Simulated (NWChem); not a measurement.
# CH₄F₃NSi; SMILES FC(F)([SiH2]N)F

```xyz
10

N     -0.5583     2.2651     0.0000
Si     0.6532     1.0494     0.0000
C     -0.0358    -0.7621     0.0000
F     -0.7981    -1.0104    -1.0799
F      0.9548    -1.6696     0.0000
F     -0.7981    -1.0104     1.0799
H     -1.0924     2.4660     0.8375
H     -1.0924     2.4660    -0.8375
H      1.4680     1.1535    -1.2411
H      1.4680     1.1535     1.2411
```
Atoms are numbered in this order, from 1.

Results from NWChem. Medium grid unless said otherwise, to which SCAN and Minnesota functionals are sensitive. Coordinates come from a PBE0/def2-SVP optimisation.

**Question.** Estimate the computed values for r2SCAN/def2-SVP. Quantities: highest occupied level (eV); orbital gap (eV); dipole (D).

**Answer.** 
```yaml
highest occupied level (eV): -6.56
orbital gap (eV): 6.75
dipole (D): 2.54
```
